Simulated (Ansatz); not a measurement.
Input (CCSDT(Q)/cc-pVDZ; Ansatz, an electronic-structure program):

Ansatz 0.2 input:
```yaml
crystal:
  periodic: [false, false, false]
  atoms:
    - {symbol: C, position_ang: [-1.86171600, -0.23369602, -0.06594639]}
    - {symbol: C, position_ang: [-0.56257087, -0.25056442, -0.10455565]}
    - {symbol: C, position_ang: [0.73384742, -0.30471000, -0.16063183]}
    - {symbol: F, position_ang: [1.52167941, 0.70130473, 0.29388991]}
    - {symbol: H, position_ang: [-2.44817798, 0.17015814, -0.88487203]}
    - {symbol: H, position_ang: [-2.40864626, -0.61720292, 0.78931076]}
    - {symbol: H, position_ang: [1.30434628, -1.13087509, -0.56264469]}
basis:
  gaussian:
    orbitals: cc-pVDZ
magnetization: {spin_polarized: false}
correlation: {method: ccsdt_q, electrons: outside_noble_gas}
```

Output:

```
Functional definition: HF
integrals: 0.07 GiB planned
1314 factors; integrals over basis functions are off by at most 2.1e-7 eV
mean field: 0.22 GiB planned
mean field evaluation 1: about -5840.9599 eV, gradient 2.5e1 eV
mean field evaluation 2: about -5840.9625 eV, gradient 2.5e1 eV
mean field evaluation 4: about -5842.7021 eV, gradient 3.4e0 eV
mean field evaluation 8: about -5842.7352 eV, gradient 1.3e-4 eV
mean field evaluation 16: about -5842.7343 eV, gradient 4.7e-1 eV
mean field -5842.73522371 eV, -214.7165591233 hartree, gradient 1.9e-6 eV, S^2 0.000000; 0 other end points of the search recorded, 0 dependent functions left out; unrestricted orbitals would lower it
4 core orbitals not correlated
reference -5842.73522371 eV, -214.7165591233 hartree; 11, 11 occupied and 56, 56 virtual orbitals, 1314 factors
second order -15.49001756 eV of doubles, -0.00000000 eV of singles
coupled cluster: 1.92 GiB planned
cycle   1  -15.82452585 eV  change   -3.3e-1 eV  update   1.1e-1
cycle   2  -16.50761626 eV  change   -6.8e-1 eV  update   5.6e-2
cycle   3  -16.96976224 eV  change   -4.6e-1 eV  update   2.8e-2
cycle   4  -16.94096146 eV  change    2.9e-2 eV  update   1.1e-2
cycle   5  -16.91417720 eV  change    2.7e-2 eV  update   5.5e-3
cycle   6  -16.92188429 eV  change   -7.7e-3 eV  update   2.6e-3
cycle   7  -16.92760833 eV  change   -5.7e-3 eV  update   1.0e-3
cycle   8  -16.92770789 eV  change   -1.0e-4 eV  update   5.7e-4
cycle   9  -16.92698303 eV  change    7.2e-4 eV  update   2.5e-4
cycle  10  -16.92742108 eV  change   -4.4e-4 eV  update   1.2e-4
cycle  11  -16.92716570 eV  change    2.6e-4 eV  update   6.0e-5
cycle  12  -16.92712627 eV  change    3.9e-5 eV  update   2.7e-5
cycle  13  -16.92713151 eV  change   -5.2e-6 eV  update   1.1e-5
cycle  14  -16.92713236 eV  change   -8.5e-7 eV  update   5.1e-6
cycle  15  -16.92712726 eV  change    5.1e-6 eV  update   2.3e-6
cycle  16  -16.92712637 eV  change    8.9e-7 eV  update   1.3e-6
coupled cluster: 1.92 GiB planned
perturbative correction -0.04556599 eV, -0.0016745193 hartree
Total energy: -5859.70791608 eV, -215.3402940631 hartree
```
